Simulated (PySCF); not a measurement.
## How methods differ on the fine-structure interval of Xe(45+)

Xe(45+) [He] 2s2 2p5 [2p1/2^2 2p3/2^3, M_J = 3/2] → Xe(45+) [He] 2s2 2p5 [2p1/2^1 2p3/2^4, M_J = 1/2], as a difference of total energies. Computed with PySCF 2.14 in an even-tempered Gaussian basis (17 s from 24 bohr⁻², ratio 2.4; 13 p from 31 bohr⁻², ratio 2.4; 5 d from 110 bohr⁻², ratio 2.6; 4 f from 170 bohr⁻², ratio 2.6), with the two-component X2C-1e Hamiltonian. Correlated levels: nothing frozen; the 32 highest virtual spinors dropped. "Screened" scales the spin-orbit matrix elements by Boettger's factors to mimic the two-electron term; Breit and QED terms are absent.

```tsv
method	fine-structure interval (cm⁻¹)
GHF (screened spin-orbit)	2743200
GMP2 (screened spin-orbit)	2744200
GHF (bare spin-orbit)	2854600
```
